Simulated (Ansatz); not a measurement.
Compare A (`C[C@H]1N[Si@H]1C`) with its isomer B (`C=NC[SiH2]C`).

Isolated molecules relaxed with PBE0-D4/def2-TZVP in Ansatz; ΔE leaves out vibrations. CBS: MP2 limit from def2 TZ/QZ plus the TZ coupled-cluster correction, frozen cores. Functionals use def2-TZVPP. B3LYP here is the variant with VWN-RPA as its local correlation; programs differ in this. Each species was taken in one conformer, which may not be the lowest.

A:

Z-matrix (Å, degrees):
```
C
C 1 1.504
H 1 1.093 2 110.8
H 1 1.092 2 111.2 3 120.3
H 1 1.096 2 111.1 3 -120.1
N 2 1.500 1 115.3 3 -168.0
Si 2 1.835 1 127.2 3 -96.0
H 2 1.092 1 113.1 3 57.5
H 6 1.009 2 116.3 1 -119.2
C 7 1.855 2 125.6 1 -3.2
H 7 1.486 2 117.2 1 152.5
H 10 1.093 7 110.9 2 99.8
H 10 1.093 7 110.6 2 -140.4
H 10 1.091 7 110.2 2 -20.7
```

B:

```xyz
14

C    -0.8241    1.9664    1.3128
N    -0.8770    1.2079    0.3089
C     0.3199    0.9874   -0.4537
Si    0.9070   -0.7972   -0.2030
C    -0.4257   -2.0169   -0.6685
H     0.0876    2.4993    1.6174
H    -1.7188    2.1154    1.9156
H     1.1357    1.6858   -0.2051
H     0.0885    1.1017   -1.5186
H     2.1263   -0.9944   -1.0387
H     1.2922   -0.9593    1.2270
H    -0.6773   -1.9309   -1.7282
H    -0.1042   -3.0432   -0.4773
H    -1.3301   -1.8217   -0.0887
```

Which isomer does CCSD(T)/CBS put lower? Give the gap. (Estimate.)

Ansatz gave: A, by 18.9 kJ/mol.

Give E(B) − E(A) in kJ/mol with PBE0-D4, PBE-D4, HF/def2-TZVPP, MP2/def2-TZVPP, CCSD(T)/def2-TZVPP, B3LYP-D4, B3LYP. (An estimate is asked.)

The calculation gave: PBE0-D4 27.7, PBE-D4 22.6, HF/def2-TZVPP -9.6, MP2/def2-TZVPP 25.4, CCSD(T)/def2-TZVPP 12.5, B3LYP-D4 7.3, B3LYP 6.7. The order is the other way round with HF/def2-TZVPP.

Largest T1 diagnostic: 0.011.

From PBE to PBE0 (25 % exact exchange), in def2-TZVPP and without D4, E(B) − E(A) moves by +5.2 kJ/mol. In def2-TZVPP, CCSD(T) changes the Hartree–Fock value by +22.1 kJ/mol (the triples alone add +0.6 kJ/mol) and MP2 by +35.0 kJ/mol.
